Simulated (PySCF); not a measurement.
Computed properties of In(H)2(NMe2) (C₂H₈InN), SMILES [N]([InH2])(C)C

In(H)2(NMe2) (C2H8InN), SMILES C[N](C)[InH2]. Geometry: B3LYP-D3(BJ)/def2-SVP. The structure was generated by enumeration; whether it is a known compound was not checked. The def2 effective core potentials stand for the cores of In; spin–orbit coupling is left out. Other conformers were not sampled. All values are computed for the isolated molecule unless a solvent is named; none is compared with measurement here.

**Structure.** The optimised structure has C2v symmetry. All 30 harmonic modes at B3LYP-D3(BJ)/def2-SVP (PySCF) are real, so it is a minimum. With heavy atoms numbered as in [InH2:1][N:4]([CH3:5])[CH3:6], the shortest bond between them is N4–C5 at 1.445 Å and the longest In1–N4 at 2.051 Å.

**Vibrations.** The strongest infrared lines (harmonic, unscaled, degenerate partners summed) lie at 1803 cm⁻¹ (247 km/mol, H 99 %), 2941 cm⁻¹ (239 km/mol, H 97 %), 2971 cm⁻¹ (130 km/mol, H 91 %, C 9 %). The softest mode is at 159 cm⁻¹ and the zero-point energy is 58.1 kcal/mol.

**Electronic structure.** ωB97X/def2-TZVP (PySCF) places the frontier levels at -8.20 and 0.41 eV, a gap of 8.61 eV, and gives a dipole moment of 0.15 D and a mean polarisability of 73.8 bohr³. PBE/def2-TZVP (PySCF) at the same geometry gives -4.78 and -1.91 eV, so its gap is 5.74 eV narrower. An orbital gap is neither the optical nor the fundamental gap.

**Excitations.** TDDFT-M06-2X/def2-SVPD (PySCF) has S1 at 4.21 eV (295 nm, f = 0.123, bright); the most intense of the 10 singlets computed lies at 4.21 eV (f = 0.12). T1 (TDA) is at 3.30 eV. TDDFT-PBE/def2-SVPD (PySCF) puts S1 at 3.57 eV. No vertical singlet excitation falls in the visible range (under 3.1 eV).
